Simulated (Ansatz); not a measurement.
The same atomization along the group O, S, Se.

Computed with Ansatz on PBE0-D4/def2-TZVP structures; ΔE is electronic, products minus reactants. CBS: MP2 limit from def2 TZ/QZ plus the TZ coupled-cluster correction, frozen cores. This one scheme is used for every species, atoms too. Functionals use def2-TZVPP. No spin–orbit coupling; open shells (•) take unrestricted orbitals. Spin–orbit coupling would lower the free atoms: a little for C, O, S; clearly for Se. For Se outer-core shells are correlated without core-valence functions, so the limit isn't a true one: a few kJ/mol of doubt a bond, and 10 to 20 or more in all where bonds break to atoms. Scalar relativity is left out up to krypton.

| reaction | ωB97M-V (kcal/mol) |
| --- | --- |
| `C=C1CO1` → 3 C• + 4 H• + O• | 799.6 |
| `C=C1CS1` → 3 C• + 4 H• + S• | 772.8 |
| `C=C1C[Se]1` → 3 C• + 4 H• + Se• | 752.3 |

Problem. Give the CCSD(T)/CBS values in the same order. (An estimate is asked.)

Solution. Computed: 794.4, 767.1, 752.9 kcal/mol.

Largest T1 diagnostic: 0.013, for `C=C1CO1`.

For atomizations the MP2-based limit and the directly extrapolated one differ by several kJ/mol either way, and by 10 to 25 for some Ge, Se and Sn compounds, so smaller differences from it don't rank the levels.
